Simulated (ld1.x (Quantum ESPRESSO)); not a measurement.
**Configuration tests for C (TM)**

carbon (C), norm-conserving Troullier–Martins (Kleinman–Bylander form), made with ld1.x (Quantum ESPRESSO) 7.5 (PBE, scalar-relativistic). Core [He], reference 2s2 2p2. Waves: 2p (bound): rc 1.40 bohr; 3d channel at -0.05 Ry: rc 1.30 bohr; 2s (bound): rc 1.20 bohr. Local part: the s channel. Core correction: Bessel-smoothed model core inside 0.70 bohr.

Energies are relative to the spin-unpolarised reference configuration 2s2 2p2; without spin polarisation the order of configurations can differ from experiment.

```tsv
valence configuration	charge	ΔE all-electron (eV)	error AE − PS (meV)
2s2 2p1	+1	10.862	+9.0
2s2 2p0	+2	35.018	+105
2s1 2p0	+3	83.212	+240
2s1 2p3	0	8.478	+7.3
2s0 2p4	0	16.975	+31
2s2 2p1.5	+0.5	3.963	+1.1
```

Task: What are ΔE and the potential's error for 2s1 2p2?

Result: ΔE = 19.615 eV all-electron; the error (AE − PS) is +0.2 meV.
